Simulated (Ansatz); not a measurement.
`C=N/C=N/[SiH3]` and `[SiH3]/N=[CH]\[GeH3]` differ in one atom or group (the configuration at the double bond changes too).

Ansatz, PBE0-D4/def2-TZVP geometries, multiplicity 1. Each molecule was computed in one conformer, which needn't be the lowest.

Scalar relativity is left out up to krypton.

```json
{"property": "LUMO energy (PBE/def2-TZVPP) / eV", "`C=N/C=N/[SiH3]`": "-2.63"}
{"property": "HOMO–LUMO gap (B3LYP/def2-TZVPP) / eV", "`C=N/C=N/[SiH3]`": "5.43"}
{"property": "HOMO–LUMO gap (PBE0/def2-TZVPP) / eV", "`C=N/C=N/[SiH3]`": "5.88"}
{"property": "LUMO energy (B3LYP/def2-TZVPP) / eV", "`C=N/C=N/[SiH3]`": "-1.79"}
{"property": "HOMO energy (ωB97M-V/def2-TZVPP) / eV", "`C=N/C=N/[SiH3]`": "-9.77"}
{"property": "LUMO energy (PBE0/def2-TZVPP) / eV", "`C=N/C=N/[SiH3]`": "-1.55"}
```

(1) Give the same properties after the change, and the shifts. (Estimate.)

Results:

(1) Ansatz gave: 
```tsv
property	`[SiH3]/N=[CH]\[GeH3]`	shift
LUMO energy (PBE/def2-TZVPP) / eV	-2.46	0.17
HOMO–LUMO gap (B3LYP/def2-TZVPP) / eV	4.84	-0.59
HOMO–LUMO gap (PBE0/def2-TZVPP) / eV	5.25	-0.63
LUMO energy (B3LYP/def2-TZVPP) / eV	-1.64	0.15
HOMO energy (ωB97M-V/def2-TZVPP) / eV	-8.88	0.89
LUMO energy (PBE0/def2-TZVPP) / eV	-1.42	0.13
```

With PBE0 the HOMO rises by 0.76 eV and the LUMO rises by 0.13 eV, so the gap narrows by about 0.63 eV. PBE moves the HOMO by 0.62 eV and ωB97M-V by 0.89 eV.

B3LYP here is the variant with VWN-RPA as its local correlation; programs differ in this.
